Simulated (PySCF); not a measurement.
# Vibration and rotation of BeO

BLYP constants of BeO, ¹Σ⁺ (singlet), closed shell (PySCF, no relativity, basis sets Be 3-21G, O 3-21G; masses 9.0122 and 15.9949 u):

* ωe: 1481.4 cm⁻¹
* ωexe: 9.7 cm⁻¹
* Be: 1.5429 cm⁻¹
* αe: 0.0146 cm⁻¹
* D (centrifugal): 6.69e-06 cm⁻¹
* De to Be + O: 5.09 eV

**Question.** Give the vibrational terms G(v) and spacings up to v = 6.

**Answer.** G(v) = ωe(v+½) − ωexe(v+½)².

```
v  G(v) (cm⁻¹)  G(v) − G(v−1)  Bv (cm⁻¹)
0        738.3                     1.536
1       2200.3         1462.0      1.521
2       3642.9         1442.6      1.506
3       5066.1         1423.2      1.492
4       6469.9         1403.8      1.477
5       7854.3         1384.4      1.463
6       9219.3         1365.0      1.448
```

A state of this spin cannot dissociate to the ground-state fragments, so its own limit lies higher than the one that De refers to.

Measured values (Huber and Herzberg, Constants of Diatomic Molecules (1979)): ωe = 1487.32 cm⁻¹, ωexe = 11.83 cm⁻¹, Be = 1.651 cm⁻¹, αe = 0.019 cm⁻¹.

3-21G is very small, so such numbers show the basis as much as the molecule.
